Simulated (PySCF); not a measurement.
CH$_{7}$AlGeO$_{2}$ (SMILES [OH][Al]([OH])[CH2][GeH3]), singlet, geometry from GFN2-xTB (such geometries of metal compounds can be far from the true shape); SA2-CASSCF(6,4)/STO-3G in PySCF.

PySCF was given this input:
```python
from pyscf import gto, scf, mcscf
import numpy

mol = gto.M(
    atom='''
Ge    1.394340   -0.837733    0.216156
C    -0.125589   -0.575140   -0.989767
Al   -1.332132    0.804095   -0.200937
O    -0.998773    2.371976   -0.561014
O    -2.479247    0.271282    0.847523
H     2.355902   -1.871669   -0.315187
H     0.978917   -1.310306    1.574371
H     2.192729    0.412012    0.419539
H     0.251450   -0.261868   -1.964375
H    -0.641125   -1.528373   -1.115170
H    -0.761454    3.268647   -0.741140
H    -3.099902   -0.049456    1.483683
''',
    basis='sto-3g',
    charge=0,
    spin=0,
    verbose=4,
)

mf = scf.RHF(mol)
mf.kernel()
mc = mcscf.CASSCF(mf, 4, 6)
mc.fix_spin_(ss=0.0)
mc = mc.state_average_([0.5, 0.5])
mc.kernel()
```

Q: Predict the main parts of the log of this PySCF run.

A: 
```
PySCF version 2.14.0

[INPUT] verbose = 4
[INPUT] num. atoms = 12
[INPUT] num. electrons = 74
[INPUT] charge = 0
[INPUT] spin (= nelec alpha-beta = 2S) = 0
[INPUT] symmetry False subgroup None
[INPUT] Mole.unit = angstrom
[INPUT] Symbol           X                Y                Z      unit          X                Y                Z       unit  Magmom
[...]
nuclear repulsion = 408.251225600809
number of shells = 29
number of NR pGTOs = 147
number of NR cGTOs = 49
basis = sto-3g
ecp = {}

******** <class 'pyscf.scf.hf.RHF'> ********
method = RHF
initial guess = minao
damping factor = 0
level_shift factor = 0
DIIS = <class 'pyscf.scf.diis.CDIIS'>
diis_start_cycle = 1
diis_space = 8
diis_damp = 0
SCF conv_tol = 1e-09
SCF conv_tol_grad = None
SCF max_cycles = 50
direct_scf = True
direct_scf_tol = 1e-13
Set gradient conv threshold to 3.16228e-05
Initial guess from minao.
init E= -2477.37586119791
[...]
cycle= 1 E= -2479.79890138266  delta_E= -2.42  |g|= 0.709  |ddm|= 4.01
[...]
cycle= 2 E= -2479.97584872253  delta_E= -0.177  |g|= 0.114  |ddm|= 1.14
[...]
cycle= 3 E= -2479.98071801473  delta_E= -0.00487  |g|= 0.0235  |ddm|= 0.191
[...]
cycle= 4 E= -2479.98097305856  delta_E= -0.000255  |g|= 0.00493  |ddm|= 0.0451
[...]
cycle= 5 E= -2479.9809841824  delta_E= -1.11e-05  |g|= 0.00113  |ddm|= 0.011
[...]
cycle= 6 E= -2479.98098469773  delta_E= -5.15e-07  |g|= 0.000222  |ddm|= 0.0019
[...]
cycle= 7 E= -2479.98098473578  delta_E= -3.81e-08  |g|= 4.06e-05  |ddm|= 0.000698
[...]
cycle= 8 E= -2479.98098473732  delta_E= -1.53e-09  |g|= 7.21e-06  |ddm|= 0.000151
[...]
cycle= 9 E= -2479.98098473735  delta_E= -3.09e-11  |g|= 7.5e-07  |ddm|= 2.76e-05
[...]
Extra cycle  E= -2479.98098473735  delta_E= 4.55e-13  |g|= 2.91e-07  |ddm|= 1.68e-06
converged SCF energy = -2479.98098473735

******** <class 'pyscf.mcscf.addons.StateAverageCASSCF'> ********
CAS (3e+3e, 4o), ncore = 34, nvir = 11
max_cycle_macro = 50
max_cycle_micro = 4
conv_tol = 1e-07
conv_tol_grad = None
orbital rotation max_stepsize = 0.02
orbital rotation threshold for CI restart = 0.01
augmented hessian ah_max_cycle = 30
augmented hessian ah_conv_tol = 1e-12
augmented hessian ah_linear dependence = 1e-14
augmented hessian ah_level shift = 1e-08
augmented hessian ah_start_tol = 2.5
augmented hessian ah_start_cycle = 3
augmented hessian ah_grad_trust_region = 3
kf_trust_region = 3
kf_interval = 4
ci_response_space = 4
ci_grad_trust_region = 3
with_dep4 0
natorb = False
canonicalization = True
sorting_mo_energy = False
ao2mo_level = 2
internal_rotation = False
******** <class 'pyscf.mcscf.addons.StateAverageSpinPenaltyFCISolver'> ********
max. cycles = 50
conv_tol = 1e-08
davidson only = True
linear dependence = 1e-12
level shift = 0.001
max iter space = 12
nroots = 2
pspace_size = 400
spin = None
State-average over 2 states with weights [0.5, 0.5]
CASCI E = -2479.78755682588  S^2 = 0.0000000
Set conv_tol_grad to 0.000316228
macro iter   1 ( 21 JK    4 micro), CASSCF E = -2479.80284065826  dE = -1.52838324e-02  S^2 = 0.0000000
               |grad[o]|=0.162  |ddm|=0.0148  |maxRot[o]|=0.312
macro iter   2 ( 21 JK    4 micro), CASSCF E = -2479.80647828559  dE = -3.63762734e-03  S^2 = 0.0000000
               |grad[o]|=0.0596  |ddm|=0.0171  |maxRot[o]|=0.267
macro iter   3 ( 21 JK    4 micro), CASSCF E = -2479.80847079256  dE = -1.99250696e-03  S^2 = 0.0000000
               |grad[o]|=0.0272  |ddm|=0.0644  |maxRot[o]|=0.0904
macro iter   4 ( 21 JK    4 micro), CASSCF E = -2479.81969631752  dE = -1.12255250e-02  S^2 = 0.0000000
               |grad[o]|=0.0681  |ddm|=0.209  |maxRot[o]|=0.144
macro iter   5 ( 21 JK    4 micro), CASSCF E = -2479.82094500554  dE = -1.24868802e-03  S^2 = 0.0000000
               |grad[o]|=0.0364  |ddm|=0.0125  |maxRot[o]|=0.076
macro iter   6 ( 21 JK    4 micro), CASSCF E = -2479.82106265279  dE = -1.17647252e-04  S^2 = 0.0000000
               |grad[o]|=0.0143  |ddm|=0.00952  |maxRot[o]|=0.038
[...]
               |grad[o]|=0.00109  |ddm|=0.00406  |maxRot[o]|=0.0449
macro iter  30 (  7 JK    2 micro), CASSCF E = -2479.82399100353  dE = -1.89714674e-05  S^2 = 0.0000000
               |grad[o]|=0.0011  |ddm|=0.00404  |maxRot[o]|=0.0315
macro iter  31 ( 10 JK    3 micro), CASSCF E = -2479.82397955182  dE =  1.14517084e-05  S^2 = 0.0000000
               |grad[o]|=0.00101  |ddm|=0.0106  |maxRot[o]|=0.077
macro iter  32 (  7 JK    2 micro), CASSCF E = -2479.82399496981  dE = -1.54179902e-05  S^2 = 0.0000000
               |grad[o]|=0.000795  |ddm|=0.00164  |maxRot[o]|=0.021
macro iter  33 (  5 JK    2 micro), CASSCF E = -2479.82400379196  dE = -8.82214090e-06  S^2 = 0.0000000
               |grad[o]|=0.000654  |ddm|=0.00132  |maxRot[o]|=0.0164
macro iter  34 (  9 JK    3 micro), CASSCF E = -2479.82398653940  dE =  1.72525538e-05  S^2 = 0.0000000
               |grad[o]|=0.000574  |ddm|=0.00381  |maxRot[o]|=0.0369
macro iter  35 (  7 JK    2 micro), CASSCF E = -2479.82399836645  dE = -1.18270468e-05  S^2 = 0.0000000
               |grad[o]|=0.000621  |ddm|=0.000922  |maxRot[o]|=0.0155
macro iter  36 (  7 JK    2 micro), CASSCF E = -2479.82401295080  dE = -1.45843483e-05  S^2 = 0.0000000
               |grad[o]|=0.000539  |ddm|=0.0024  |maxRot[o]|=0.0324
macro iter  37 (  9 JK    3 micro), CASSCF E = -2479.82400156872  dE =  1.13820738e-05  S^2 = 0.0000000
               |grad[o]|=0.000453  |ddm|=0.00203  |maxRot[o]|=0.0359
macro iter  38 ( 21 JK    4 micro), CASSCF E = -2479.82400477179  dE = -3.20306799e-06  S^2 = 0.0000000
               |grad[o]|=0.000527  |ddm|=0.00133  |maxRot[o]|=0.0197
macro iter  39 (  7 JK    2 micro), CASSCF E = -2479.82401664819  dE = -1.18763955e-05  S^2 = 0.0000000
               |grad[o]|=0.000421  |ddm|=0.00276  |maxRot[o]|=0.0302
macro iter  40 (  7 JK    2 micro), CASSCF E = -2479.82401937323  dE = -2.72503939e-06  S^2 = 0.0000000
               |grad[o]|=0.000399  |ddm|=0.00135  |maxRot[o]|=0.0158
macro iter  41 ( 14 JK    3 micro), CASSCF E = -2479.82401899832  dE =  3.74903266e-07  S^2 = 0.0000000
               |grad[o]|=0.000349  |ddm|=0.00339  |maxRot[o]|=0.0247
macro iter  42 ( 15 JK    4 micro), CASSCF E = -2479.82401914532  dE = -1.46999355e-07  S^2 = 0.0000000
               |grad[o]|=0.000917  |ddm|=0.00237  |maxRot[o]|=0.0236
macro iter  43 (  7 JK    2 micro), CASSCF E = -2479.82402217920  dE = -3.03388197e-06  S^2 = 0.0000000
               |grad[o]|=0.000445  |ddm|=0.000967  |maxRot[o]|=0.0207
macro iter  44 ( 11 JK    2 micro), CASSCF E = -2479.82402126151  dE =  9.17694251e-07  S^2 = 0.0000000
               |grad[o]|=0.000186  |ddm|=0.00129  |maxRot[o]|=0.0125
macro iter  45 ( 16 JK    4 micro), CASSCF E = -2479.82401932342  dE =  1.93808910e-06  S^2 = 0.0000000
               |grad[o]|=0.000645  |ddm|=0.0011  |maxRot[o]|=0.0228
macro iter  46 ( 19 JK    3 micro), CASSCF E = -2479.82402113050  dE = -1.80707639e-06  S^2 = 0.0000000
               |grad[o]|=0.000163  |ddm|=0.000229  |maxRot[o]|=0.00822
macro iter  47 (  6 JK    1 micro), CASSCF E = -2479.82402349386  dE = -2.36336246e-06  S^2 = 0.0000000
               |grad[o]|=0.000117  |ddm|=0.000739  |maxRot[o]|=0.0201
macro iter  48 (  3 JK    1 micro), CASSCF E = -2479.82402384655  dE = -3.52685674e-07  S^2 = 0.0000000
               |grad[o]|=8.6e-05  |ddm|=0.000374  |maxRot[o]|=0.00921
macro iter  49 (  3 JK    1 micro), CASSCF E = -2479.82402392238  dE = -7.58373062e-08  S^2 = 0.0000000
               |grad[o]|=7.84e-05  |ddm|=0.000322  |maxRot[o]|=0.0018
1-step CASSCF converged in  49 macro (542 JK 129 micro) steps
CASSCF canonicalization
Density matrix diagonal elements [1.73180113 1.96577683 1.78783282 0.51458921]
CASSCF energy = -2479.82402392238
CASCI E = -2479.82402392238  E(CI) = -8.85555092271261  S^2 = 0.0000000
CASCI state-averaged energy = -2479.82402392238
CASCI energy for each state
  State 0 weight 0.5  E = -2479.97133204584 S^2 = 0.0000000
  State 1 weight 0.5  E = -2479.67671579893 S^2 = 0.0000000
```
